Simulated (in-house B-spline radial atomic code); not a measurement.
Successive ionisation energies of krypton; each step leads to the configuration of the next row (after the last: bare). Dirac energy differences include first-order Breit, QED and recoil terms. NIST's values go from ground level to ground level; the uncertainty of those that are theory runs from under 0.1 % in few-electron ions to several per cent in heavy many-electron ones. Computed with a B-spline radial code for spherical atoms: Dirac-Hartree-Fock, average of the configuration, finite nuclei.

```
  ion  configuration  ionisation energy (eV)  tabulated value (eV)    tabulated kind  computed minus tabulated (eV)  highest orbital  largest mean radius (bohr)
Kr28+   [He] 2s2 2p4                  3243.0                  3228    semi-empirical                             15            2p3/2                     0.17594
Kr29+   [He] 2s2 2p3                  3397.2                  3380    semi-empirical                             17            2p3/2                     0.17438
Kr30+   [He] 2s2 2p2                       ?                     ?    semi-empirical                              ?                ?                           ?
Kr31+   [He] 2s2 2p1                  3714.4                  3752    semi-empirical                            -38            2p3/2                     0.17132
Kr32+       [He] 2s2                       ?                     ?    semi-empirical                              ?                ?                           ?
Kr33+       [He] 2s1                  4108.9              4109.083  tabulated theory                              0            2s1/2                     0.16844
Kr34+            1s2                 17294.5              17296.42  tabulated theory                             -2            1s1/2                    0.041134
Kr35+            1s1                 17936.2              17936.24  tabulated theory                              0            1s1/2                    0.040692
```

Question: Fill in the row of Kr30+.

Answer: ionisation energy (eV): 3554.3; tabulated value (eV): 3584; computed minus tabulated (eV): -30; highest orbital: 2p3/2; largest mean radius (bohr): 0.17284.

Question: Fill in the row of Kr32+.

Answer: ionisation energy (eV): 3963.4; tabulated value (eV): 3971; computed minus tabulated (eV): -8; highest orbital: 2s1/2; largest mean radius (bohr): 0.16983.

Question: Where is the largest jump?

Answer: From Kr33+ to Kr34+, by a factor of 4.21 (4108.9 to 17295 eV); the highest orbital goes from 2s1/2 to 1s1/2.

Where a p, d or f electron is removed, the computed value is a mean over both j, so it misses the tabulated one by a part of the spin-orbit splitting; averaging over terms and missing correlation add to the gap, relatively most at low charge.
